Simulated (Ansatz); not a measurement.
Ideal-gas functions of CH3BO2Zn (`O[B]1O[CH2][Zn]1`) at 400 K and 1 bar, from an Ansatz frequency run at PBE0-D4/def2-TZVP.

Molar mass 123.24 g/mol, point group Cs (symmetry number 1), electronic degeneracy 1, moments of inertia 82.783, 192.482, 272.016 u Å². Harmonic wavenumbers (cm⁻¹, unscaled): 161, 237, 340, 405, 449, 502, 573, 608, 870, 955, 1055, 1198, 1209, 1445, 1487, 3088, 3163, 3926.

Use S(trans) = R[1.5 ln M + 2.5 ln T − 1.1517]; rotational temperatures θ = 24.2544 K / I; S(rot) = R[ln(√π/σ · √(T³/θAθBθC)) + 1.5]; for each mode x = 1.438777 ν̃/T, S = R[x/(eˣ − 1) − ln(1 − e⁻ˣ)] and H = RT x/(eˣ − 1); 1 cm⁻¹ = 0.0119627 kJ/mol; R = 8.31446 J/(mol·K).

Task: By hand: the entropy, in J/(mol·K).

Result: Translation 175.0. Rotation: θ = 0.293, 0.126, 0.0892 K, giving 115.7. Vibration, mode by mode: 12.97, 9.89, 7.14, 5.88, 5.18, 4.45, 3.63, 3.29, 1.56, 1.22, 0.91, 0.60, 0.58, 0.29, 0.25, 0.00, 0.00, 0.00, in all 57.9. Electronic 0.0. Sum 348.6 J/(mol·K).

Task: By hand: H − E and G − E in kJ/mol, counted from the electronic energy.

Result: Zero-point energy ½ × 21671 × 0.0119627 = 129.6; thermal vibration 13.9; translation, rotation and pV give 4 RT = 13.3. H − E = 156.8 kJ/mol, and G − E = 156.8 − 400 × 348.6/1000 = 17.4 kJ/mol.

Vibration gives 17 % of the entropy. The sum counts one conformer and one mirror image; others add a mixing term.
